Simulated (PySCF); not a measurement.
C₅H₁₃In. Atoms are numbered in the order given.

```xyz
19

In     0.1130     0.6607     0.1969
C      1.4183     2.3888    -0.1640
H      2.2616     2.1343    -0.8224
H      1.8112     2.7725     0.7909
H      0.8352     3.1975    -0.6343
C     -1.5165     0.8360     1.6596
H     -2.1108    -0.0877     1.7139
H     -2.1801     1.6722     1.3873
H     -1.1018     1.0508     2.6577
C      0.4065    -1.2382    -0.8826
C     -0.5934    -2.3452    -0.5362
C     -0.3531    -3.6464    -1.3066
H      1.4417    -1.5698    -0.6823
H      0.3760    -1.0077    -1.9631
H     -0.5600    -2.5564     0.5480
H     -1.6236    -1.9958    -0.7309
H     -0.4227    -3.4803    -2.3948
H     -1.0867    -4.4247    -1.0379
H      0.6535    -4.0477    -1.1004
```
Charge 0, spin multiplicity 1.

The structure is a stationary point at B3LYP-D3(BJ)/def2-SVP. The def2 effective core potentials stand for the cores of In; spin–orbit coupling is left out. One conformer was computed; it need not be the lowest.

The numbers are results of TDA-CAM-B3LYP/def2-SVPD (PySCF), not measurements.

Vertical excitations. Gas-phase values at a fixed geometry.

Computed UV-visible absorptions:
| state | energy (eV) | λ (nm) | f | main pairs |
|---|---|---|---|---|
| S1 | 4.50 | 275 | 0.000 | HOMO→LUMO 98 % |
| S2 | 4.80 | 258 | 0.000 | HOMO−1→LUMO 98 % |
| S3 | 5.75 | 216 | 0.169 | HOMO→LUMO+1 94 % |
| S4 | 6.05 | 205 | 0.162 | HOMO−1→LUMO+1 94 % |
| S5 | 6.92 | 179 | 0.002 | HOMO→LUMO+2 53 %, HOMO→LUMO+3 38 % |
| S6 | 7.04 | 176 | 0.001 | HOMO→LUMO+3 48 %, HOMO→LUMO+2 29 % |
| T1 | 4.24 | 293 | 0 | HOMO→LUMO 97 % |
| T2 | 4.54 | 273 | 0 | HOMO−1→LUMO 97 % |
Triplets are in the Tamm–Dancoff approximation.
